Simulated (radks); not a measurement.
Isoelectronic series with 52 electrons, all held in the configuration [Kr] 4d10 4f4 5s2, which need not be the ground one along the series. All-electron calculation, scalar-relativistic Kohn-Sham, PBEsol, spin-polarised, spherical densities, point nucleus; open shells are filled with parallel spins first (spin-orbit coupling, left out, can overturn this in heavy ions). Program: a radial shooting solver on a logarithmic mesh with Libxc functionals. Total energies (hartree) and mean radii <r> (bohr) (* marks an orbital that is empty in some or all of the ions):

ion,E (hartree),5p down*,5p up*,4f down*,5s down,5s up
Ho15+,-12538.2468,1.104,1.098,0.5947,1.030,1.024
Er16+,-12994.5297,1.066,1.061,0.5709,0.9961,0.9914
Tm17+,-13460.2945,1.031,1.026,0.5493,0.9648,0.9605
Yb18+,-13935.6210,0.9979,0.9933,0.5296,0.9354,0.9315
Lu19+,-14420.5920,0.9671,0.9629,0.5115,0.9078,0.9042
Hf20+,-14915.2938,0.9383,0.9345,0.4948,0.8818,0.8784
Ta21+,-15419.8164,0.9113,0.9077,0.4793,0.8572,0.8541
W22+,-15934.2532,0.8858,0.8826,0.4649,0.8340,0.8311
Re23+,-16458.7014,0.8618,0.8588,0.4515,0.8119,0.8093
Os24+,-16993.2622,0.8392,0.8363,0.4390,0.7910,0.7885
Ir25+,-17538.0408,0.8177,0.8150,0.4272,0.7711,0.7688
Pt26+,-18093.1466,0.7973,0.7948,0.4160,0.7522,0.7500
Au27+,-18658.6936,0.7779,0.7756,0.4056,0.7341,0.7320
